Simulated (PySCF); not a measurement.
`O=CO[C@@H]1CC(F)(F)OCO1`: 4 charge schemes on one density

Species: C5H6F2O4.
Z-matrix (Å and degrees, GFN2-xTB geometry), rows numbered from 1:
```
O 
C   1  1.1902
O   2  1.3323  1  126.69
C   3  1.4288  2  117.90  1     2.84
C   4  1.5336  3  109.17  2  -123.68
C   5  1.5273  4  108.99  3   -74.87
F   6  1.3678  5  110.04  4    78.24
F   6  1.3482  5  110.32  4  -166.60
O   6  1.3641  5  113.91  4   -46.11
C   9  1.4120  6  112.64  5    52.18
O   4  1.3942  3  109.88  2   114.16
H   2  1.1008  1  125.36  3  -178.94
H   4  1.0983  3  108.61  2    -1.81
H   5  1.0902  4  109.50  3   167.71
H   5  1.0892  4  110.95  3    45.97
H  10  1.1010  9  109.69  6    65.27
H  10  1.0903  9  106.06  6  -174.71
```

Density: PBE0/pcSseg-1 (PySCF); schemes: Mulliken, IAO, Hirshfeld and ESP-fitted. Geometry: GFN2-xTB, one conformer, isolated molecule.

Problem. At which atom do the 4 schemes differ most?

Solution. At C4: from +0.113 (Hirshfeld) to +0.756 e (ESP-fitted), 0.643 e apart.

Problem. For which atoms does the sign change between the 4 schemes (beyond +0.03 e in one, beyond −0.03 e in another)?

Solution. For none.

Problem. Tabulate the Mulliken, IAO, Hirshfeld and ESP-fitted charges.

Solution. In e:

| atom | environment | Mulliken | IAO | Hirshfeld | ESP-fitted |
| --- | --- | --- | --- | --- | --- |
| O1 | ester carbonyl oxygen | -0.395 | -0.432 | -0.240 | -0.480 |
| C2 | ester carbonyl carbon | +0.442 | +0.406 | +0.187 | +0.517 |
| O3 | ester single-bonded oxygen | -0.446 | -0.355 | -0.100 | -0.423 |
| C4 | sp3 carbon bearing two oxygens | +0.215 | +0.244 | +0.113 | +0.756 |
| C5 | ring CH2 carbon | -0.138 | -0.337 | -0.104 | -0.677 |
| C6 | CF2 carbon | +0.678 | +0.724 | +0.236 | +0.827 |
| F7 | fluorine of a CF2 group | -0.296 | -0.313 | -0.113 | -0.277 |
| F8 | fluorine of a CF2 group | -0.275 | -0.287 | -0.099 | -0.242 |
| O9 | cyclic ether oxygen | -0.475 | -0.375 | -0.148 | -0.462 |
| C10 | sp3 carbon bearing two oxygens | +0.314 | +0.112 | +0.070 | +0.333 |
| O11 | cyclic ether oxygen | -0.476 | -0.376 | -0.140 | -0.518 |
| H12 | formyl hydrogen | +0.112 | +0.136 | +0.068 | +0.064 |
| H13 | methine hydrogen | +0.155 | +0.177 | +0.049 | +0.029 |
| H14 | methylene hydrogen | +0.161 | +0.178 | +0.061 | +0.203 |
| H15 | methylene hydrogen | +0.156 | +0.176 | +0.057 | +0.202 |
| H16 | methylene hydrogen | +0.126 | +0.138 | +0.034 | +0.025 |
| H17 | methylene hydrogen | +0.141 | +0.184 | +0.068 | +0.122 |

Mean size of the charges over all atoms: ESP-fitted 0.362 e, Mulliken 0.294 e, IAO 0.291 e, Hirshfeld 0.111 e. Each set sums to the total charge, 0, to within 0.001 e. The IAO scheme projects the occupied orbitals on a minimal set of polarised atomic orbitals and counts the electrons in each atom's part of it.

Problem. Sum the charges by element.

Solution. 
```tsv
element	atoms	Mulliken	IAO	Hirshfeld	ESP-fitted
O	4	-1.792	-1.538	-0.629	-1.884
C	5	+1.511	+1.148	+0.502	+1.757
F	2	-0.571	-0.599	-0.211	-0.519
H	6	+0.851	+0.989	+0.337	+0.646
```

Problem. How many electrons does the Mulliken scheme count on C6?

Solution. Z − q = 6 − (+0.678) = 5.322.

Problem. How closely do the schemes follow one another over all atoms?

Solution. Correlation coefficient and root-mean-square difference: IAO with Hirshfeld 0.98, 0.205 e; Mulliken with IAO 0.97, 0.084 e; Mulliken with Hirshfeld 0.96, 0.218 e; IAO with ESP-fitted 0.93, 0.177 e; Hirshfeld with ESP-fitted 0.92, 0.322 e; Mulliken with ESP-fitted 0.90, 0.196 e.

These values come from a run that also computed NMR shieldings. Hardware: one thread of an Arm Neoverse N1, no GPU, on a shared host. Cost: 80 s, 1.0 GiB resident at most.
